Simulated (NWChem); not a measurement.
Molecule: SiI₂, singlet; SMILES I[Si]I

Low-valent species are run as closed-shell singlets; no triplet was tried in these runs. def2 effective core potentials on I; no spin-orbit coupling.

Give the equilibrium geometry at PBE0/def2-SVP with def2 effective core potentials on I (NWChem) as a Z-matrix, with the point group.

point group C2v; any orientation.
```
Si
I 1 2.4849
I 1 2.4849 2 103.53
```
